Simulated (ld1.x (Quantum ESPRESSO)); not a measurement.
## Transferability test, ultrasoft potential for Li

Li (Z = 3), ultrasoft, made with ld1.x (Quantum ESPRESSO) 7.5 (LDA (PZ), non-relativistic). Core [He], reference 2s1 2p0. Waves: 2s (bound): rcut 2.45, rcutus 2.95 bohr; 2s channel at -0.05 Ry: rcut 2.45, rcutus 2.95 bohr; 2p (bound, empty): rcut 3.70, rcutus 4.25 bohr; 2p channel at 0.9 Ry: rcut 3.70, rcutus 4.25 bohr; 3d channel at 0.3 Ry: rcut 3.50, rcutus 4.50 bohr. Local part: all-electron potential smoothed inside 4.00 bohr (lloc = -1). Core correction: a·sin(br)/r model core inside 2.00 bohr. Augmentation charge: PSQ, inside the norm-conserving radii.

Energies are relative to the spin-unpolarised reference configuration 2s1 2p0; without spin polarisation the order of configurations can differ from experiment. Spin-polarised rows fill each open shell by Hund’s rule, majority spin first.

```tsv
valence configuration	charge	ΔE all-electron (eV)	error AE − PS (meV)
2s0.5 2p0	+0.5	2.044	+1.9
2s1 2p0 (spin-polarised)	0	-0.233	+5.6
```

**Question.** What are ΔE and the potential's error for 2s0 2p1?

**Answer.** ΔE = 1.753 eV all-electron; the error (AE − PS) is +5.4 meV.

**Question.** What are ΔE and the potential's error for 2s0.5 2p0 (spin-polarised)?

**Answer.** ΔE = 1.953 eV all-electron; the error (AE − PS) is +4.2 meV.

Levels in the configuration 2s1 2p0 (spin-polarised):

| level | all-electron (eV) | pseudo (eV) |
| --- | --- | --- |
| 2s up | -3.165 | -3.171 |
